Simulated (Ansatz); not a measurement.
ZrSiNF₃H₄⁻, that is (F)3Zr-NH-SiH3 with one electron more. Charge -1, multiplicity 2. Geometry PBE0-D4/def2-SVP, that of the neutral singlet; atoms count from 1.

```xyz
10

Zr    1.440    0.500   -0.697
F     2.429    0.647    0.926
F     1.872   -1.168   -1.513
F     1.772    1.967   -1.862
N    -0.536    0.520   -0.259
Si   -1.314   -0.655    0.781
H    -1.154    1.237   -0.642
H    -1.927   -0.029    1.992
H    -0.216   -1.579    1.206
H    -2.367   -1.440    0.068
```

In the def2 sets Zr takes a core potential; there is no spin–orbit coupling. The highest occupied level of the charge -1 doublet lies above zero (up to 1.56 eV). By energy differences it is unbound by 0.32 eV (vertical, to the charge 0 singlet, at PBE0-D4/def2-TZVPD) and held by the finite basis.

Estimate the Mulliken populations from the PBE0/def2-TZVPD orbitals of Ansatz.


```
atom  charge (e)  spin (α − β)  d electrons
 Zr1        0.65          1.59         1.69
  F2       -0.50         -0.12            –
  F3       -0.50         -0.12            –
  F4       -0.43         -0.16            –
  N5        0.05         -0.59            –
 Si6       -0.34          0.40            –
  H7        0.19          0.03            –
  H8       -0.02         -0.01            –
  H9       -0.07          0.00            –
 H10       -0.02         -0.01            –
```
Mulliken values and Mayer orders depend strongly on the basis. With diffuse functions, as here, like atoms can get unlike values, and bond orders can come out too low or too high.

Where does the spin sit?

Summed by element: Zr 1.59, F -0.40, N -0.59, Si 0.40, H 0.01, of 1 unpaired in all. Largest on single atoms: Zr1 1.59, N5 -0.59, Si6 0.40.

And the Mayer bond orders between bonded heavy atoms (over 0.3)?

Zr1–Si6 1.37 (3.33 Å); N5–Si6 0.68 (1.75 Å).
